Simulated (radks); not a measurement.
Values are calculated unless marked as measured or tabulated.
Q: Xe3+, configuration [Kr] 4d9.5 5s2 5p3 4f0.5 (fractional occupations, a model configuration). Level of theory: Dirac Kohn-Sham, PBE, spin-unpolarised, spherical densities, point nucleus; open shells fill j = l - 1/2 first (a radial shooting solver on a logarithmic mesh with Libxc functionals). Some entries of the table are withheld. Estimate them.

| orbital | occ. | eigenvalue (eV) | <r^2> (bohr^2) | <1/r> (bohr^-1) |
|---|---|---|---|---|
| 1s1/2 | 2 | -34386.08 | 0.0009636 | 58.12 |
| 2s1/2 | 2 | -5382.207 | 0.01543 | 13.59 |
| 2p1/2 | 2 | -5058.800 | 0.01139 | 13.57 |
| 2p3/2 | 4 | -4734.145 | 0.01267 | 12.47 |
| 3s1/2 | 2 | -1130.853 | 0.1071 | 4.860 |
| 3p1/2 | 2 | -996.4966 | 0.1019 | (1) |
| 3p3/2 | 4 | -934.7980 | 0.1099 | (2) |
| 3d3/2 | 4 | -698.5553 | 0.09187 | 4.357 |
| 3d5/2 | 6 | -685.5112 | 0.09416 | 4.287 |
| 4s1/2 | 2 | -233.8457 | 0.5773 | 1.972 |
| 4p1/2 | 2 | (3) | 0.6291 | 1.865 |
| 4p3/2 | 4 | (4) | 0.6760 | 1.777 |
| 4d3/2 | 4 | -96.5200 | 0.8635 | 1.541 |
| 4d5/2 | 5.5 | -94.4933 | 0.8842 | 1.519 |
| 5s1/2 | 2 | -51.1017 | 3.362 | 0.7597 |
| 5p1/2 | 2 | -38.8250 | (5) | 0.6705 |
| 5p3/2 | 1 | -37.0717 | (6) | 0.6441 |
| 5d3/2 | 0 | -20.6972 | (7) | 0.4704 |
| 5d5/2 | 0 | -20.5030 | (8) | 0.4659 |
| 6s1/2 | 0 | -18.5365 | (9) | 0.3449 |
| 4f5/2 | 0.5 | -16.5897 | 4.296 | 0.7757 |
| 4f7/2 | 0 | -16.4975 | 4.367 | 0.7688 |
| 6p1/2 | 0 | -14.9991 | 20.24 | 0.3049 |
| 6p3/2 | 0 | -14.5770 | 21.26 | 0.2969 |

A: 
(1) 3p1/2 <1/r> (bohr^-1): 4.771
(2) 3p3/2 <1/r> (bohr^-1): 4.500
(3) 4p1/2 eigenvalue (eV): -186.1742
(4) 4p3/2 eigenvalue (eV): -173.7808
(5) 5p1/2 <r^2> (bohr^2): 4.245
(6) 5p3/2 <r^2> (bohr^2): 4.547
(7) 5d3/2 <r^2> (bohr^2): 8.360
(8) 5d5/2 <r^2> (bohr^2): 8.512
(9) 6s1/2 <r^2> (bohr^2): 15.71
